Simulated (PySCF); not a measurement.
C5H7O2Si (doublet state).
Structure used (GFN2-xTB), in Å, numbered top down from 1:
```xyz
15
C5H7O2Si angstrom
C      3.056    1.158   -0.175
C      1.776    1.118   -0.001
C      0.491    0.732   -0.068
O     -0.544    1.323   -0.432
C      0.253   -0.720    0.467
O      0.823   -1.104    1.453
C     -0.819   -1.319   -0.295
Si    -2.320   -0.078   -0.158
H      3.576    0.576   -0.925
H      3.678    1.812    0.419
H     -0.577   -1.346   -1.353
H     -1.046   -2.316    0.068
H     -2.627    0.524   -1.445
H     -2.318    0.711    1.069
H     -3.406   -1.064    0.081
```

The hyperfine couplings belong to this conformer and change with its torsions.

Identity: `C(=O)([C]=C)C(C[SiH3])=O` [radical].

Computed, not measured: UKS B3LYP, pcH-1 on C H O Si, non-relativistic, mean-field spin-orbit, GIAO (PySCF 2.14.0). Geometry: GFN2-xTB, one conformer, isolated molecule. A GFN2-xTB geometry isn't a minimum of the functional, and hyperfine couplings can be far from their values at a DFT geometry. The frame is twisted about the C2–C3 bond at this geometry (dihedral C1–C2–C3–C5 = 59°); couplings at other torsion angles weren't computed. Stability of the SCF solution: not tested.

Where do the isotropic ENDOR lines of C2, C1, C3, C7, C5, H9, H10, H13/H14/H15 and Si8 fall at 342.2 mT, to first order?

ν± = |νn ± a/2|, one line for each electron-spin manifold; νn = |g_N| × 7.62259 MHz/T × B.

| nuclei | isotope | g_N | νn (MHz) | a_iso (MHz) | lower line (MHz) | upper line (MHz) |
| --- | --- | --- | --- | --- | --- | --- |
| C2 | 13C | 1.4048 | 3.66 | 52.70 | 22.69 | 30.01 |
| C1 | 13C | 1.4048 | 3.66 | -36.68 | 14.68 | 22.00 |
| C3 | 13C | 1.4048 | 3.66 | -36.42 | 14.55 | 21.88 |
| C7 | 13C | 1.4048 | 3.66 | 5.30 | 1.01 | 6.32 |
| C5 | 13C | 1.4048 | 3.66 | 4.00 | 1.67 | 5.66 |
| H9 | 1H | 5.5857 | 14.57 | 120.43 | 45.65 | 74.79 |
| H10 | 1H | 5.5857 | 14.57 | 117.73 | 44.29 | 73.43 |
| H13/H14/H15 | 1H | 5.5857 | 14.57 | 5.85 | 11.65 | 17.49 |
| Si8 | 29Si | -1.1106 | 2.90 | 3.55 | 1.12 | 4.67 |

The rows for 13C and 29Si, of low natural abundance, apply to labelled samples.

Which pairs are centred on the nuclear Larmor frequency, and which on half the coupling?

Centred on νn, since |a| < 2νn: C7, C5, H13/H14/H15 and Si8. Centred on |a|/2 and split by 2νn: C2, C1, C3, H9 and H10.

At what field would the lower line of H9 fall to zero frequency?

Where νn = |a|/2, that is B = 60.22 MHz/(5.5857 × 7.62259 MHz/T) = 1410 mT, as far as first order holds there.

Means are taken over nuclei equivalent by connectivity, which assumes that they swap fast. The three 1H nuclei of mean +5.8 MHz run from -2.3 to 19.8 MHz in the frozen geometry.

Largest spin populations (Mulliken): C2 (+0.61), O4 (+0.33), C1 (-0.09) and O6 (+0.08).
